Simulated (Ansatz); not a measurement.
`C[O][AlH][F]` + `N[Si](O)(O)F` → `C[O][AlH][NH2]` + `O[Si](O)(F)F`  (redistribution)

Isolated molecules relaxed with PBE0-D4/def2-TZVP in Ansatz; ΔE leaves out vibrations. CCSD(T)/CBS adds triple-zeta CCSD(T) − MP2 to the extrapolated MP2 energy (def2 sets, frozen cores). This one scheme is used for every species. Functionals use def2-TZVPP. B3LYP here is the variant with VWN-RPA as its local correlation; programs differ in this. HSE06 is defined as in plane-wave codes. Each species was taken in one conformer, which may not be the lowest.

```csv
level,ΔE (kcal/mol),difference from CCSD(T)/CBS
LDA (SPW92),4.4,0.0
PBE-D4,5.0,0.6
revPBE-D4,5.5,1.1
BLYP-D4,5.3,0.9
r2SCAN-D4,3.9,-0.5
B97M-V,3.5,-0.9
PBE0-D4,4.6,0.2
B3LYP-D4,4.9,0.5
r2SCANh-D4,3.9,-0.5
r2SCAN0-D4,3.9,-0.5
HSE06-D4,4.6,0.2
BHLYP-D4,4.5,0.1
CAM-B3LYP-D4,4.8,0.4
ωB97X-V,4.7,0.3
ωB97M-V,4.7,0.3
B2PLYP,4.5,0.1
PBE,4.7,0.3
revPBE,4.6,0.2
BLYP,4.6,0.2
r2SCAN,3.9,-0.5
PBE0,4.4,0.0
B3LYP,4.4,0.0
r2SCANh,3.9,-0.5
r2SCAN0,3.9,-0.5
HSE06,4.3,-0.1
BHLYP,4.1,-0.3
CAM-B3LYP,4.5,0.1
HF/def2-SVP,6.3,1.9
MP2/def2-SVP,6.2,1.8
CCSD/def2-SVP,6.1,1.7
CCSD(T)/def2-SVP,5.9,1.5
HF/def2-TZVPP,3.2,-1.2
MP2/def2-TZVPP,4.6,0.2
CCSD/def2-TZVPP,4.1,-0.3
CCSD(T)/def2-TZVPP,4.2,-0.2
HF/def2-QZVPP,3.1,-1.3
MP2/def2-QZVPP,4.7,0.3
SCS-MP2/def2-QZVPP,4.4,0.0
MP2/CBS(def2),4.9,0.5
CCSD/CBS(def2),4.3,-0.1
CCSD(T)/CBS,4.4,0
```

Largest T1 diagnostic among the species: 0.013.

At CCSD(T), def2-SVP lies +1.5 kcal/mol from the extrapolated value and def2-TZVPP −0.2 kcal/mol. In def2-TZVPP, CCSD(T) changes the Hartree–Fock value by +1.0 kcal/mol (the triples alone add +0.1 kcal/mol) and MP2 by +1.4 kcal/mol. Leaving LDA and LC-ωPBE aside and taking each functional with its dispersion term where it has one, the values spread over 2.0 kcal/mol, from B97M-V to revPBE-D4.
